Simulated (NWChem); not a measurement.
System: SiHCl, singlet; SMILES [SiH]Cl

Results from NWChem. Pople sets run with spherical d functions. Low-valent species are run as closed-shell singlets; no triplet was tried in these runs. Structure relaxed at the B3LYP/6-31G* (spherical d) level. Static field.

For level PBE/6-31+G*:

| Quantity | Result |
|---|---|
| isotropic polarisability (bohr³) | 39.5 |
| anisotropy (bohr³) | 23.7 |

How do the values read with level BHandHLYP/6-31+G* instead?

The isotropic polarisability (bohr³) is 37.4 and the anisotropy (bohr³) comes out as 20.1.
